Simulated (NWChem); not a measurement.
System: CH₆AlOSi cation; SMILES [CH3][Al+][O][SiH3]

Input file for NWChem:

```
start job
memory heap 200 mb stack 900 mb global 1100 mb
charge 1
geometry units angstroms noautoz
  Al    -0.670364     0.419248     0.855624
  C     -1.759909     1.114010     2.254181
  H     -1.947544     0.328111     3.003114
  H     -2.720878     1.458692     1.839908
  H     -1.247358     1.961317     2.737095
  O      0.263028    -0.173579    -0.340264
  Si     1.251332    -0.791866    -1.602734
  H      0.383207    -1.687273    -2.406047
  H      2.361292    -1.518898    -0.939329
  H      1.721313     0.386493    -2.371645
end
basis spherical
  Al library 6-31g*
  C library 6-31g*
  H library 6-31g*
  O library 6-31g*
  Si library 6-31g*
end
dft
  xc xwpbe 1.00 cpbe96 1.0 hfexch 1.00
  cam 0.4 cam_alpha 0.0 cam_beta 1.0
  iterations 150
  mulliken
end
task dft energy
```

Output (shortened):

```
             Northwest Computational Chemistry Package (NWChem) 7.3.0
             --------------------------------------------------------

 C1  symmetry detected

                             Geometry "geometry" -> ""
                             -------------------------

 Output coordinates in angstroms (scale by  1.889725989 to convert to a.u.)

  No.       Tag          Charge          X              Y              Z
 ---- ---------------- ---------- -------------- -------------- --------------
    1 Al                  13.0000    -0.00171779    -1.12591564    -0.00107991
    2 C                    6.0000     0.00226393    -3.03005349     0.00164270
    3 H                    1.0000    -0.22388539    -3.40266555    -1.01016831
    4 H                    1.0000    -0.75977582    -3.40199374     0.70509496
    5 H                    1.0000     0.99345046    -3.39810572     0.31136907
    6 O                    8.0000    -0.00315689     0.50282858    -0.00274964
    7 Si                  14.0000     0.00119535     2.22120611     0.00096872
    8 H                    1.0000    -1.41913190     2.63808273    -0.09696430
    9 H                    1.0000     0.79913254     2.63431658    -1.17942481
   10 H                    1.0000     0.62747808     2.62807562     1.28271103

 Effective nuclear repulsion energy (a.u.)     187.3025616617

  pbe96 is a nonlocal functional; adding pw91lda local functional.

                                 NWChem DFT Module
                                 -----------------

 Summary of "ao basis" -> "ao basis" (spherical)
 ------------------------------------------------------------------------------
       Tag                 Description            Shells   Functions and Types
 ---------------- ------------------------------  ------  ---------------------
 Al                          6-31g*                  8       18   4s3p1d
 C                           6-31g*                  6       14   3s2p1d
 H                           6-31g*                  2        2   2s
 O                           6-31g*                  6       14   3s2p1d
 Si                          6-31g*                  8       18   4s3p1d

            General Information
            -------------------
          SCF calculation type: DFT
          Wavefunction type:  closed shell.
          No. of atoms     :    10
          No. of electrons :    46
           Alpha electrons :    23
            Beta electrons :    23
          Charge           :     1
          Spin multiplicity:     1
          Use of symmetry is: off; symmetry adaption is: off
          Maximum number of iterations: 150
          AO basis - number of functions:    76
                     number of shells:    40
          Convergence on energy requested:  1.00D-06
          Convergence on density requested:  1.00D-05
          Convergence on gradient requested:  5.00D-04

              XC Information
              --------------
                     Hartree-Fock (Exact) Exchange  1.000
                     LC-wPBE(h)Exchange Functional  1.000
            Perdew 1991 LDA Correlation Functional  1.000 local
           PerdewBurkeErnz. Correlation Functional  1.000 non-local

           Range-Separation Parameters
           ---------------------------
           Alpha           :  0.00
           Beta            :  1.00
           Gamma           :  0.40
           Short-Range HF  :     F

             Grid Information
             ----------------
          Grid used for XC integration:  medium
          Radial quadrature: Mura-Knowles
          Angular quadrature: Lebedev.
          Tag              B.-S. Rad. Rad. Pts. Rad. Cut. Ang. Pts.
          ---              ---------- --------- --------- ---------
          Al                  1.25       88          11.0       590
          C                   0.70       49          14.0       434
          H                   0.35       45          14.0       434
          O                   0.60       49          10.0       434
          Si                  1.10       88          12.0       590
          Grid pruning is: on
          Number of quadrature shells:   544
          Spatial weights used:  Erf1

      Superposition of Atomic Density Guess
      -------------------------------------

 Sum of atomic energies:        -646.07995984

 Renormalizing density from      47.00 to     46

      Non-variational initial energy
      ------------------------------

 Total energy =    -638.621573
 1-e energy   =   -1239.021838
 2-e energy   =     413.097704
 HOMO         =      -0.642870
 LUMO         =      -0.335430

     ---------------------------------------------
      Total Density - Mulliken Population Analysis
     ---------------------------------------------

    Atom       Charge   Shell Charges
 -----------   ------   -------------------------------------------------------
    1 Al  13    11.53   2.00  2.00  5.99  0.87  0.39  0.13  0.03  0.12
    2 C    6     6.95   2.00  0.75  2.15  0.69  1.34  0.02
    3 H    1     0.64   0.43  0.22
    4 H    1     0.64   0.43  0.22
    5 H    1     0.64   0.43  0.22
    6 O    8     9.19   2.00  0.98  3.47  0.87  1.88  0.01
    7 Si  14    13.56   2.00  2.00  5.99  1.10  1.78  0.24  0.28  0.17
    8 H    1     0.94   0.45  0.49
    9 H    1     0.94   0.45  0.49
   10 H    1     0.94   0.45  0.49

   convergence    iter        energy       DeltaE   RMS-Dens  Diis-err
 ---------------- ----- ----------------- --------- --------- ---------
 d= 0,ls=0.0,diis     1   -648.1338428194 -8.35D+02  1.77D-02  1.97D+00
 d= 0,ls=0.0,diis     2   -648.0631208400  7.07D-02  9.41D-03  2.81D+00
 d= 0,ls=0.0,diis     3   -648.3300820877 -2.67D-01  1.43D-03  2.41D-02
 d= 0,ls=0.0,diis     4   -648.3329431780 -2.86D-03  3.69D-04  1.04D-03
 d= 0,ls=0.0,diis     5   -648.3331133326 -1.70D-04  1.68D-04  1.21D-04
  Resetting Diis
 d= 0,ls=0.0,diis     6   -648.3331442016 -3.09D-05  4.65D-05  4.57D-06
 d= 0,ls=0.0,diis     7   -648.3331460684 -1.87D-06  8.63D-06  2.43D-07
 d= 0,ls=0.0,diis     8   -648.3331461576 -8.92D-08  3.71D-06  4.26D-08

         Total DFT energy =     -648.333146157626
      One electron energy =    -1260.334814592400
           Coulomb energy =      480.040378871174
    Exchange-Corr. energy =      -55.341272098111
 Nuclear repulsion energy =      187.302561661711

 Numeric. integr. density =       46.000005819161

                       DFT Final Molecular Orbital Analysis
                       ------------------------------------

 Vector   21  Occ=2.000000D+00  E=-6.634875D-01
              MO Center=  1.1D-03, -2.2D+00,  9.1D-04, r^2= 3.1D+00
   Bfn.  Coefficient  Atom+Function         Bfn.  Coefficient  Atom+Function
  ----- ------------  ---------------      ----- ------------  ---------------
    22      0.416572   2 C  py                8     -0.345576   1 Al py
     6      0.334743   1 Al s                26      0.218399   2 C  py
    42      0.199792   6 O  py                4      0.147979   1 Al py
     2     -0.135648   1 Al s                60     -0.110204   7 Si py
    46      0.106589   6 O  py               33     -0.086605   3 H  s

 Vector   22  Occ=2.000000D+00  E=-5.925612D-01
              MO Center= -3.1D-01,  2.1D+00, -2.6D-01, r^2= 2.7D+00
   Bfn.  Coefficient  Atom+Function         Bfn.  Coefficient  Atom+Function
  ----- ------------  ---------------      ----- ------------  ---------------
    59      0.370235   7 Si px               72     -0.291961   8 H  s
    41     -0.278959   6 O  px               71     -0.244709   8 H  s
    74      0.227145   9 H  s                45     -0.224624   6 O  px
    73      0.190349   9 H  s                55     -0.147356   7 Si px
    61     -0.090858   7 Si pz                7     -0.089387   1 Al px

 Vector   23  Occ=2.000000D+00  E=-5.925386D-01
              MO Center=  3.2D-01,  2.1D+00,  2.6D-01, r^2= 2.7D+00
   Bfn.  Coefficient  Atom+Function         Bfn.  Coefficient  Atom+Function
  ----- ------------  ---------------      ----- ------------  ---------------
    61      0.370167   7 Si pz               76      0.299848  10 H  s
    43     -0.279082   6 O  pz               75      0.251215  10 H  s
    47     -0.224718   6 O  pz               74     -0.206033   9 H  s
    73     -0.172653   9 H  s                57     -0.147333   7 Si pz
    72     -0.093531   8 H  s                59      0.090830   7 Si px

 Vector   24  Occ=0.000000D+00  E=-1.722000D-01
              MO Center= -6.4D-03, -1.2D+00, -3.2D-03, r^2= 4.1D+00
   Bfn.  Coefficient  Atom+Function         Bfn.  Coefficient  Atom+Function
  ----- ------------  ---------------      ----- ------------  ---------------
    10      0.952042   1 Al s                24     -0.449418   2 C  s
    44     -0.334716   6 O  s                26     -0.289581   2 C  py
     6      0.246650   1 Al s                22     -0.247067   2 C  py
     2     -0.174119   1 Al s                60     -0.149127   7 Si py
    18      0.138634   1 Al d  2             42      0.131784   6 O  py

 Vector   25  Occ=0.000000D+00  E=-1.362648D-01
              MO Center=  1.4D-02, -1.2D+00, -4.6D-03, r^2= 4.0D+00
   Bfn.  Coefficient  Atom+Function         Bfn.  Coefficient  Atom+Function
  ----- ------------  ---------------      ----- ------------  ---------------
    13      0.542291   1 Al pz                9      0.495238   1 Al pz
    11     -0.288024   1 Al px                7     -0.263053   1 Al px
    36     -0.229229   4 H  s                47     -0.185812   6 O  pz
    34      0.184384   3 H  s                 5     -0.166498   1 Al pz
    43     -0.166405   6 O  pz               65     -0.122324   7 Si pz

[...]
```

Level: LC-wPBE (HJS exchange hole, range parameter 0.4 per bohr)/6-31G* (spherical d). Structure relaxed at the PBE0/def2-SVP level.
